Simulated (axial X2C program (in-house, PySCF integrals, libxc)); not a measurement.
## Spin–orbit effects down a group: molecules with B, MP2

Computed with an axial X2C code built on PySCF integrals, spin-free (one-electron X2C) or two-component (2c: spin–orbit coupling with atomic mean-field Coulomb and Gaunt terms, which also bring small scalar terms), in Dyall basis sets with cores contracted in-house; open shells are unrestricted.

Basis sets: B dyall-v3z, Ni dyall-cv3z, Pd dyall-cv3z, Pt dyall-cv3z. Frozen shells (counts by l): NiB Ni 3s2p, B 1s, 13 electrons correlated; PdB Pd 4s3p1d, B 1s, 13 electrons correlated; PtB Pt 5s4p2d1f, B 1s, 13 electrons correlated. Where the outer core of a metal is frozen, bonds come out longer and ionisation energies lower.

```
molecule   spin-free state  Re (Å)  ωe (cm⁻¹)  De (eV)  2c state  Re 2c (Å)  ωe 2c (cm⁻¹)  De 2c (eV)
     NiB  M_S = 1/2, Λ = 2   1.776      670.7     2.70   Ω = 5/2      1.776         671.8         n/a
     PdB  M_S = 1/2, Λ = 0   1.713      885.7     3.99   Ω = 1/2      1.713         885.6        3.99
     PtB  M_S = 1/2, Λ = 0   1.727     1089.6     6.26   Ω = 1/2      1.725        1102.7        5.87
```

(1) Work out the shifts from the spin-free to the two-component result.

Each entry is the lowest single determinant of a limited PBE0 search at one distance. De goes to single-determinant-based atoms at the same level (for ions the charge split of lowest energy) and is withheld (n/a) where an atom does not fit its ground term or J level. Main or longest-lived isotopes. One determinant is a doubtful description, or other states lie close, for PtB; these need not be ground states, and all values refer to the states named. Some light 2c atoms are not at their ground J level, so De misses part of their lowering (0.04 eV or less).

## Answers

(1) 

```tsv
molecule	2c state	ΔRe (Å)	Δωe (cm⁻¹)	ΔDe (eV)
NiB	Ω = 5/2	0.000	1.1	n/a
PdB	Ω = 1/2	0.000	-0.1	0.00
PtB	Ω = 1/2	-0.002	13.1	-0.39
```

Shifts of one unit in the last digit are rounding.
